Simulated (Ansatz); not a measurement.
Calculated with Ansatz (gas phase, PBE0-D4/def2-TZVP geometries, no zero-point term in ΔE). CCSD(T)/CBS adds triple-zeta CCSD(T) − MP2 to the extrapolated MP2 energy (def2 sets, frozen cores). This one scheme is used for every species, atoms too. DFT in def2-TZVPP. HSE06 is defined as in plane-wave codes. No spin–orbit coupling; open shells (•) take unrestricted orbitals. Spin–orbit coupling would lower the free atoms: clearly for Br. For Br outer-core shells are correlated without core-valence functions, so the limit isn't a true one: a few kJ/mol of doubt a bond, and 10 to 20 or more in all where bonds break to atoms. Scalar relativity is left out up to krypton.

Consider the homolysis of the B–Br bond: `FB(Cl)Br` → `F[B]Cl`• + Br•.

`FB(Cl)Br`:

```xyz
4

F     1.371   -0.389   -0.041
B     0.118   -0.019    0.029
Cl   -0.459    0.777    1.460
Br   -1.031   -0.369   -1.448
```

`F[B]Cl`•:

```xyz
3

F     0.100   -1.084    0.667
B    -0.173    0.167    0.440
Cl    0.074    0.916   -1.107
```

| level | ΔE (eV) |
| --- | --- |
| B97M-V | 4.62 |
| HSE06-D4 | 4.57 |
| ωB97M-V | 4.63 |
| HF/def2-SVP | 3.40 |
| MP2/def2-TZVPP | 4.74 |
| SCS-MP2/def2-TZVPP | 4.61 |
| MP2/def2-QZVPP | 4.83 |
| SCS-MP2/def2-QZVPP | 4.70 |

(1) What does CCSD(T)/CBS give? (Best estimate.)

Largest T1 diagnostic among the species: 0.015.

Answers

(1) The calculation gave: +4.71 eV. The listed levels differ from it by -0.09, -0.14, -0.08, -1.31, 0.03, -0.10, 0.12, -0.01 eV.

From PBE to PBE0 (25 % exact exchange), in def2-TZVPP and without D4, ΔE moves by −0.04 eV: exact exchange takes away binding that semilocal exchange gives to molecules. At CCSD(T), def2-SVP lies −0.27 eV from the extrapolated value and def2-TZVPP −0.16 eV: correlation converges slowly with the basis, and small sets miss more of it in the bonded molecule than in its fragments.

CCSD(T)/CBS has its own doubt, a few kJ/mol and more with outer-core shells, so smaller differences from it don't rank the levels.
